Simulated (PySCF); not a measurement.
Start geometry of `C[N](C)[AlH][F]` from GFN2-xTB (Å):
```
atom  x, y, z in Å
C1    -0.8340   -1.1134   -0.0031
N2     0.0500    0.0364   -0.0049
C3    -0.6448    1.3207    0.0307
Al4    1.8513   -0.2766   -0.0502
F5     2.9653    0.8931   -0.0607
H6    -1.5198   -1.0566   -0.8827
H7    -0.2561   -2.0086   -0.0406
H8    -1.4608   -1.0963    0.8895
H9    -1.2778    1.4582   -0.8135
H10   -1.2428    1.4108    0.9520
H11    0.1114    2.1176    0.0518
H12    2.2977   -1.7136   -0.0775
```

Task: What comes out of this run: PBE0-D3(BJ)/def2-SVP geometry optimisation, gas phase (PySCF)?

Result: 
```
atom  x, y, z in Å
C1    -0.8820   -1.1048   -0.0488
N2     0.0624   -0.0173    0.0016
C3    -0.5532    1.2865   -0.0494
Al4    1.8115   -0.2747    0.1222
F5     2.7760    1.0849    0.1620
H6    -1.4811   -1.0898   -0.9808
H7    -0.3663   -2.0778   -0.0049
H8    -1.5983   -1.0718    0.7959
H9    -1.1409    1.4281   -0.9777
H10   -1.2463    1.4484    0.7998
H11    0.2100    2.0785   -0.0128
H12    2.4455   -1.7130    0.1867
```

The energy falls by 0.247 eV over 16 energy and gradient evaluations, the largest force component goes from 0.0518 to 1.7e-04 Eh/bohr, and the atoms move by 0.113 Å rms after alignment. The bond that changes most is Al4–H12 (ends: aluminium bonded to F, N and H; Al–H hydrogen), which lengthens by 0.068 Å. Bonds longer at the end by more than 0.005 Å: 6 of 11; shorter: 4. Among the angles that change most is N2–Al4–F5, from 123.7° to 117.0°. Rotational constants go from 7323, 2384, 1840 to 7202, 2530, 1918 MHz. The orientation of the end geometry is arbitrary; only internal coordinates are fixed.

The run used 109 basis functions and 94 SCF cycles in all. On Arm Neoverse V1, one thread, no GPU (shared host), this took 64 s of wall time and 0.46 GiB of memory at its peak.

No PBE0-D3(BJ)/def2-SVP frequencies stand behind this structure, so it isn't proved a minimum.
